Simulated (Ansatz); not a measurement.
Reaction R1 → P1 + P2, each structure at its B3LYP-D3(BJ)/def2-TZVP stationary point, reached from a drawn start (curvature not checked).
R1, Cl3Ga (SMILES [Cl][Ga]([Cl])[Cl]) (charge 0, multiplicity 1):
```xyz
4

Ga    -0.00011     0.00000     0.00000
Cl     2.12702     0.00000     0.00000
Cl    -1.06346     1.84226     0.00000
Cl    -1.06346    -1.84226     0.00000
```
P1, ClGa (SMILES [Cl][Ga]) (charge 0, multiplicity 1):
```tsv
atom	x (Å)	y (Å)	z (Å)
Ga	0.0000	0.0000	-1.1194
Cl	0.0000	0.0000	1.1194
```
P2: Cl2 (SMILES ClCl), charge 0, multiplicity 1.

P less R. No zero-point or thermal terms; no spin–orbit coupling.

Frozen-core correlation throughout. In cc and def2 sets filled d and f shells under p-block atoms count as core.

Codes used: Ansatz (a program for electronic structure) with Gaussian orbitals. No computed number here is a measurement.

Problem. Estimate the reaction energy that CCSD/def2-SVP returns for this input.

Solution. 100.8 kcal/mol

Problem. Give the reaction energy at the level SCS-MP2/def2-QZVPP.

Solution. 97.5 kcal/mol

Problem. What reaction energy does BLYP/def2-TZVPP give?

Solution. 74.3 kcal/mol
